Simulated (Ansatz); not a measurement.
`[SiH3][SiH]1NC[SiH2]1` + H₂ → `C1N[SiH2][SiH2]1` + SiH₄  (hydrogenolysis of the Si–Si bond)

Program: Ansatz. Geometries: PBE0-D4/def2-TZVP. ΔE: electronic, gas phase. CCSD(T)/CBS adds triple-zeta CCSD(T) − MP2 to the extrapolated MP2 energy (def2 sets, frozen cores). This one scheme is used for every species. Functionals use def2-TZVPP.

```
         level  ΔE (kJ/mol)
        r2SCAN        -12.8
MP2/def2-QZVPP        -17.6
```

Problem. What does CCSD(T)/CBS give? (Estimate.)

Solution. Computed: -17.0 kJ/mol. The listed levels differ from it by 4.2, -0.6 kJ/mol.

Largest T1 diagnostic among the species: 0.013.

In def2-TZVPP, CCSD(T) changes the Hartree–Fock value by +30.8 kJ/mol (the triples alone add +6.0 kJ/mol) and MP2 by +31.9 kJ/mol. From PBE to PBE0 (25 % exact exchange), in def2-TZVPP and without D4, ΔE moves by −6.3 kJ/mol. The D4 term adds +11.9 kJ/mol with B3LYP and +6.9 kJ/mol with PBE0; it sums over pairs of atoms, weighted by their polarisabilities, and B3LYP, whose exchange is more repulsive, gets the larger term.

B3LYP here is the variant with VWN-RPA as its local correlation; programs differ in this.
